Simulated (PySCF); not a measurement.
# Simulated absorption spectrum

Compound: C₄H₈FNO₂.
Structure used (GFN2-xTB), in Å, numbered top down from 1:
```xyz
16
C4H8FNO2 angstrom
C      2.036   -0.201    0.411
O      0.659   -0.481    0.557
C     -0.154    0.071   -0.455
C     -0.294    1.593   -0.375
F      0.759    2.227   -0.990
C     -1.560   -0.556   -0.366
N     -1.604   -1.679    0.365
O     -2.511   -0.075   -0.938
H      2.410   -0.572   -0.550
H      2.244    0.869    0.482
H      2.537   -0.722    1.224
H      0.253   -0.180   -1.450
H     -1.205    1.901   -0.896
H     -0.308    1.925    0.668
H     -0.784   -1.970    0.870
H     -2.486   -2.141    0.509
```

Computed with PySCF 2.14.0, density-fitted response routines, TDDFT PBE0/def2-SVPD, vertical, gas phase, core orbitals frozen in the response.

Broadening: Gaussians 0.3 eV wide at half height, area fixed by f = 4.319×10⁻⁹ ∫ε dν̃. The width is an assumption, not a result. The curve ends short of the highest state used, and states not computed would add to its high-energy end.

| E (eV) | ε (L mol⁻¹ cm⁻¹) |
| --- | --- |
| 5.29 | 0 |
| 5.34 | 0 |
| 5.39 | 1 |
| 5.44 | 1 |
| 5.49 | 3 |
| 5.54 | 7 |
| 5.59 | 12 |
| 5.65 | 18 |
| 5.70 | 22 |
| 5.75 | 23 |
| 5.80 | 21 |
| 5.85 | 16 |
| 5.90 | 11 |
| 5.95 | 6 |
| 6.00 | 3 |
| 6.05 | 1 |
| 6.10 | 0 |
| 6.15 | 0 |
| 6.21 | 0 |
| 6.26 | 0 |
| 6.31 | 0 |
| 6.36 | 0 |
| 6.41 | 0 |
| 6.46 | 0 |
| 6.51 | 0 |
| 6.56 | 0 |
| 6.61 | 1 |
| 6.66 | 4 |
| 6.71 | 16 |
| 6.77 | 58 |
| 6.82 | 151 |
| 6.87 | 342 |
| 6.92 | 673 |
| 6.97 | 1156 |
| 7.02 | 1736 |
| 7.07 | 2300 |

Task: Where are the band maxima, and which computed states make them?

Result: 216 nm (5.74 eV), ε about 23, made up of S1 (100%) (ε in L mol⁻¹ cm⁻¹; maxima over ε = 5, shares over 10%). At its high-energy end, 7.07 eV, the curve is still rising (ε about 2300, from S2 and S3). The states used: S1 5.74 eV (f 0.0003); S2 7.06 eV (f 0.0038); S3 7.14 eV (f 0.024); S4 7.40 eV (f 0.037); S5 7.62 eV (f 0.014); S6 7.67 eV (f 0.105).

Task: Coming from long wavelengths, where does ε first pass 100 L mol⁻¹ cm⁻¹?

Result: At about 182 nm (6.80 eV), 1.06 eV above S1.

Task: What would ε be at 5.74 eV, the highest of these maxima, with half the width (0.15 eV)?

Result: About 46.7 L mol⁻¹ cm⁻¹ against 23.4, a factor of about 2.00; a lone state at its own centre would give exactly 2.

Task: On this curve, what absorbance would a 10⁻⁵ mol/L sample give at 222 nm over a 1 cm path?

Result: 222 nm is 5.585 eV, where ε is about 11 L mol⁻¹ cm⁻¹, so A = ε c l ≈ 0.00011 (Beer–Lambert, with the gas-phase spectrum and the assumed width).

One conformer stands for the species.
